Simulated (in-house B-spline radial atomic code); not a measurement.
Checks on a self-consistent run for the rhenium ion Re⁶⁶⁺, [He] 2s1 2p6. Computed with a radial B-spline atomic code at the basis-set limit: Dirac-Hartree-Fock, average of configuration, Fermi nucleus of rms radius 5.3698 fm.

```tsv
orbital	q	ε (Eh)	<1/r>	<r²>	small-component weight
1s1/2	2	-2881.28856	88.78	0.000446869	0.080324
2s1/2	1	-676.88529	22.1438	0.00651348	0.018995
2p1/2	2	-658.70396	21.9872	0.00462722	0.018872
2p3/2	4	-603.08565	18.4258	0.00571436	0.017143
```

Electron-electron repulsion V_ee = 575.0585 hartree.

What total energy follows from the eigenvalues?

The eigenvalues count the repulsion twice, so E = Σqε - V_ee = -10169.213 - 575.059 = -10744.271 hartree; the run printed -10744.271.

Does the Dirac virial theorem hold?

For a point nucleus E = -2c²Σq·w, with w the small-component weight. Here Σq·w = 0.28596 and c = 137.0360, so the ratio E/(-2c²Σq·w) is 1.000394; the finite nucleus accounts for the departure from 1.

What diamagnetic shielding (Lamb formula) and susceptibility (Langevin formula) do the radii give?

σ = (α²/3)Σq<1/r> = 317.381/(3·137.036²) = 5633.7 ppm, and χ = -0.79199×10⁻⁶·Σq<r²> = -0.0313×10⁻⁶ cm³/mol with Σq<r²> = 0.039519 bohr². Both are non-relativistic formulas without the paramagnetism of open shells; for so heavy an element the full relativistic shielding is larger by tens of per cent.
